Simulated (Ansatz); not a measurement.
Cost and result for the atomization energy of CH$_{3}$F$_{3}$GeS, SMILES `C[S][Ge]([F])([F])[F]` (9 atoms, 8 bonds).

```xyz
9

C     1.5383   -0.2425   -0.1587
S     0.2480    0.2553   -1.3461
Ge   -1.4246    0.2531    0.0195
F    -1.6986   -1.2647    0.7646
F    -2.8724    0.6909   -0.7706
F    -1.2305    1.3241    1.3421
H     2.4598   -0.2811   -0.7384
H     1.3337   -1.2292    0.2525
H     1.6462    0.4941    0.6351
```

Total charge 0; spin multiplicity 1. Correlated methods include outer-core shells of Ge, which these sets cover unevenly. Scalar relativity is left out up to krypton. All single points use the PBE0-D4/def2-TZVP geometry. It is one conformer, not always the lowest. Program: Ansatz. All runs use 4 threads of an Arm Neoverse V2 on a shared host. Times are those of one run each, without the atoms' runs, and a repeat can differ threefold. Electronic energies, without spin–orbit coupling; frozen cores. CCSD(T)/CBS adds CCSD(T) − MP2 in def2-TZVPP to the MP2 limit, and its time is that of the two runs behind it. T1 = 0.012. With those shells the extrapolation isn't a true limit. HSE06 is the plane-wave form, built on full-range PBE exchange.

CCSD(T)/CBS is a level of theory with its own doubt, some kJ/mol a heavy atom from the limit and from the frozen cores, so smaller differences don't rank the functionals.

```json
{"level": "LDA (SPW92)/def2-TZVPP", "functions": "256", "wall time": "1.3 s", "atomization (kJ/mol)": "3873.6", "difference from CCSD(T)/CBS": "538.3", "per bond": "67.3"}
{"level": "revPBE-D4/def2-TZVPP", "functions": "256", "wall time": "2 s", "atomization (kJ/mol)": "3292.4", "difference from CCSD(T)/CBS": "-42.9", "per bond": "-5.4"}
{"level": "BHLYP-D4/def2-TZVPP", "functions": "256", "wall time": "3.6 s", "atomization (kJ/mol)": "3159.4", "difference from CCSD(T)/CBS": "-175.9", "per bond": "-22.0"}
{"level": "HSE06-D4/def2-TZVPP", "functions": "256", "wall time": "3.9 s", "atomization (kJ/mol)": "3305.0", "difference from CCSD(T)/CBS": "-30.3", "per bond": "-3.8"}
{"level": "CAM-B3LYP-D4/def2-TZVPP", "functions": "256", "wall time": "4 s", "atomization (kJ/mol)": "3317.5", "difference from CCSD(T)/CBS": "-17.8", "per bond": "-2.2"}
{"level": "r2SCANh-D4/def2-TZVPP", "functions": "256", "wall time": "6 s", "atomization (kJ/mol)": "3305.4", "difference from CCSD(T)/CBS": "-29.9", "per bond": "-3.7"}
{"level": "B2PLYP/def2-TZVPP", "functions": "256", "wall time": "6 s", "atomization (kJ/mol)": "3277.8", "difference from CCSD(T)/CBS": "-57.5", "per bond": "-7.2"}
{"level": "ωB97X-V/def2-TZVPP", "functions": "256", "wall time": "8 s", "atomization (kJ/mol)": "3341.1", "difference from CCSD(T)/CBS": "5.8", "per bond": "0.7"}
{"level": "B97M-V/def2-TZVPP", "functions": "256", "wall time": "10 s", "atomization (kJ/mol)": "3345.8", "difference from CCSD(T)/CBS": "10.5", "per bond": "1.3"}
{"level": "CCSD(T)/def2-SVP", "functions": "121", "wall time": "12 s", "atomization (kJ/mol)": "3094.0", "difference from CCSD(T)/CBS": "-241.3", "per bond": "-30.2"}
{"level": "MP2/def2-QZVPP", "functions": "477", "wall time": "23 s", "atomization (kJ/mol)": "3416.0", "difference from CCSD(T)/CBS": "80.7", "per bond": "10.1"}
{"level": "CCSD(T)/def2-TZVPP", "functions": "256", "wall time": "5.2 min", "atomization (kJ/mol)": "3248.3", "difference from CCSD(T)/CBS": "-87.0", "per bond": "-10.9"}
{"level": "CCSD(T)/CBS(def2)", "functions": "–", "wall time": "5.6 min", "atomization (kJ/mol)": "3335.3", "difference from CCSD(T)/CBS": "0.0", "per bond": "0.0"}
```

In def2-TZVPP, CCSD(T) changes the Hartree–Fock value by +890.9 kJ/mol (the triples alone add +64.1 kJ/mol) and MP2 by +1005.9 kJ/mol; breaking electron pairs costs correlation energy, which Hartree–Fock lacks. The D4 term adds +35.2 kJ/mol with B3LYP and +18.4 kJ/mol with PBE0; it sums over pairs of atoms, weighted by their polarisabilities, and B3LYP, whose exchange is more repulsive, gets the larger term. From BLYP to BHLYP (50 % exact exchange), in def2-TZVPP and without D4, the atomization energy moves by −126.9 kJ/mol: exact exchange takes away binding that semilocal exchange gives to molecules.

B3LYP here is the variant with VWN-RPA as its local correlation; programs differ in this.

For some Ge, Se and Sn compounds the MP2-based and the directly extrapolated limit differ by 10 to 25 kJ/mol.
